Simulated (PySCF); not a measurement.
# Bond lengths and vibrations by method: BClFH2Si

These are calculations, not measurements. They come from PySCF 2.14.0, an open-source quantum chemistry program, on an isolated molecule that a program drew, which may never have been made. The molecule is BClFH2Si (charge 0, doublet), drawn as the SMILES string `FB[SiH]Cl`.

The geometry was optimised and harmonic frequencies were computed with HF and MP2, all in the cc-pV(D+d)Z basis, for the commonest isotopes, with a restricted reference for singlets and an unrestricted one otherwise, and a frozen core in MP2. Each result is a local minimum of its method.

Geometry at the HF minimum:
```xyz
6
BClFH2Si, angstrom
F    -0.4361    1.1907    0.7279
B     0.3614    1.3520   -0.3185
Si    1.9954    0.1887   -0.5562
Cl    2.6870   -0.7134    1.1783
H     0.0374    2.1461   -1.1574
H     3.1397    0.8270   -1.2367
```

Lengths of the bonds as drawn, in Å (atoms numbered as above):
| bond | HF | MP2 |
|---|---|---|
| F1-B2 | 1.325 | 1.343 |
| B2-Si3 | 2.020 | 1.991 |
| Si3-Cl4 | 2.074 | 2.061 |
| B2-H5 | 1.200 | 1.208 |
| Si3-H6 | 1.477 | 1.478 |

Rotational constants, in GHz:
```
constant,HF,MP2
A,8.37,8.848
B,2.372,2.284
C,1.866,1.825
```

Harmonic frequencies in cm^-1, each column in rising order, so a row needn't be the same motion in every method:
| rank | HF | MP2 |
|---|---|---|
| 1 | 98 | 83 |
| 2 | 138 | 164 |
| 3 | 336 | 243 |
| 4 | 474 | 405 |
| 5 | 520 | 517 |
| 6 | 643 | 647 |
| 7 | 824 | 790 |
| 8 | 860 | 817 |
| 9 | 1147 | 1094 |
| 10 | 1333 | ? |
| 11 | 2331 | 2304 |
| 12 | 2725 | 2661 |

**Estimate the missing MP2 frequency from the HF column.**

A single factor s that minimises the squared misfit of MP2 against s times HF over the other rows is sum(HF x MP2) / sum(HF^2) = 0.9745, with an rms misfit of 36 cm^-1. For rank 10 it gives 0.9745 x 1333 = 1299 cm^-1. The calculation gives 1291 cm^-1, 8 cm^-1 below the estimate. The drawn bonds are on average as long in MP2 as in HF.
